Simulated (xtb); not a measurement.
CH5BClN, SMILES CNBCl. All values are semi-empirical tight-binding results from xtb (GFN2-xTB unless named), good for trends rather than for accurate numbers. Coordinates come from a GFN2-xTB optimisation. One conformer was computed; it need not be the lowest.

| Property | Result |
|---|---|
| point group as xtb finds it | Cs |
| orbital gap | 5.53 eV |
| dipole moment | 3.68 D |
| zero-point energy | 42.3 kcal/mol |
| G − E(el) at 298.15 K (modified RRHO) | 24.5 kcal/mol |
| static polarisability (D4 model) | 49.5 bohr³ |
| solvation energy, GFN2-xTB/ALPB(water) | -4.0 kcal/mol |
| solvation energy, GFN2-xTB/ALPB(toluene) | -4.9 kcal/mol |
